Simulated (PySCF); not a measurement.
SbHF2, SMILES [F][SbH][F]. Geometry: B3LYP-D3(BJ)/def2-TZVP. The def2 effective core potentials stand for the cores of Sb; spin–orbit coupling is left out.

Problem. Give the equilibrium geometry at B3LYP-D3(BJ)/def2-TZVP (PySCF confirms it by a frequency run) as bond lengths and angles, and its point group. (An estimate is asked for; the answer gives what the named calculation found.)

Solution. point group Cs.
Atoms: Sb1 H2 F3 F4. Bond lengths (Å): Sb1–H2 1.731, Sb1–F3 1.919, Sb1–F4 1.919. Bond angles (°): H2–Sb1–F3 92.9, H2–Sb1–F4 92.9, F3–Sb1–F4 95.9.
Charge 0, spin multiplicity 1.
